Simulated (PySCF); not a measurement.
# Peak assignment

Molfile (atoms numbered from 1):
```
C5H8O4Si
     RDKit          3D

 18 17  0  0  0  0  0  0  0  0999 V2000
    3.2477    0.4193    0.1497 C   0  0  0  0  0  0  0  0  0  0  0  0
    1.9739   -0.1809    0.2657 O   0  0  0  0  0  0  0  0  0  0  0  0
    0.9927    0.3775   -0.4365 C   0  0  0  0  0  0  0  0  0  0  0  0
   -0.2738   -0.0921   -0.3794 C   0  0  0  0  0  0  0  0  0  0  0  0
   -1.3383    0.4456   -1.1069 O   0  0  0  0  0  0  0  0  0  0  0  0
   -1.3255    1.6096   -1.7265 C   0  0  0  0  0  0  0  0  0  0  0  0
   -0.4298    2.3993   -1.8160 O   0  0  0  0  0  0  0  0  0  0  0  0
   -0.7368   -1.2249    0.4328 C   0  0  0  0  0  0  0  0  0  0  0  0
    0.0051   -1.8783    1.1374 O   0  0  0  0  0  0  0  0  0  0  0  0
   -2.6212   -1.5730    0.2837 Si  0  0  0  0  0  4  0  0  0  0  0  0
    3.9162   -0.1689    0.7750 H   0  0  0  0  0  0  0  0  0  0  0  0
    3.6021    0.4001   -0.8852 H   0  0  0  0  0  0  0  0  0  0  0  0
    3.2297    1.4541    0.5048 H   0  0  0  0  0  0  0  0  0  0  0  0
    1.2447    1.2311   -1.0590 H   0  0  0  0  0  0  0  0  0  0  0  0
   -2.3214    1.7568   -2.1793 H   0  0  0  0  0  0  0  0  0  0  0  0
   -2.9053   -2.7014    1.1641 H   0  0  0  0  0  0  0  0  0  0  0  0
   -2.9251   -1.8931   -1.1099 H   0  0  0  0  0  0  0  0  0  0  0  0
   -3.3436   -0.3744    0.7092 H   0  0  0  0  0  0  0  0  0  0  0  0
  1  2  1  0
  2  3  1  0
  3  4  2  0
  4  5  1  0
  5  6  1  0
  6  7  2  0
  4  8  1  0
  8  9  2  0
  8 10  1  0
  1 11  1  0
  1 12  1  0
  1 13  1  0
  3 14  1  0
  6 15  1  0
 10 16  1  0
 10 17  1  0
 10 18  1  0
M  END
```

Single conformer, non-relativistic Hamiltonian, one averaged value for each set of equivalent atoms, isolated molecule. Shielding tensors at PBE0/pcSseg-1 (GIAO); GFN2-xTB geometry; PySCF.

References, each an isolated molecule treated in the same way: TMS for ¹³C, ¹H.

Problem. Assign these signals to the numbered atoms. ¹³C{¹H} NMR (computed): δ 220.3, 162.6, 155.7, 146.4, 62.2.

Solution. 
220.3 → C8, carbonyl carbon
162.6 → C6, ester carbonyl carbon: lone-pair donation from the attached heteroatom keeps it upfield of a ketone carbonyl
155.7 → C3, alkene carbon bearing oxygen: an sp2 carbon further deshielded by the attached heteroatom
146.4 → C4, alkene carbon bearing oxygen
62.2 → C1, methyl carbon bonded to O: the inductive effect lowers its shielding

Problem. Assign these signals to the numbered atoms. ¹H NMR (400 MHz, computed): δ 8.44 (s, 1H), 8.29 (s, 1H), 4.15 (s, 3H), 3.96 (s, 3H).

Solution. 
```tsv
δ (ppm)	atoms	environment	reason
8.44	H14	hydrogen on an alkene carbon bearing oxygen	–
8.29	H15	hydrogen on an ester carbonyl carbon	–
4.15	H16/H17/H18	hydrogen on a silicon bonded to C	–
3.96	H11/H12/H13	hydrogen on a methyl carbon bonded to O	its carbon carries O, an electronegative neighbour
```

Shifts are as computed. Against solution values, carbons near 30 ppm lie about +3 ppm off and those near 130 ppm about +5 ppm. Of 1309 compounds with measured shifts, 239 miss one by over three times the rms of a fit or turn the order of signals round; such compounds aren't used in these exercises. Multiplicities follow the n + 1 count of equivalent neighbours, as no J values were calculated; m marks all less simple cases, F and P coupling included.
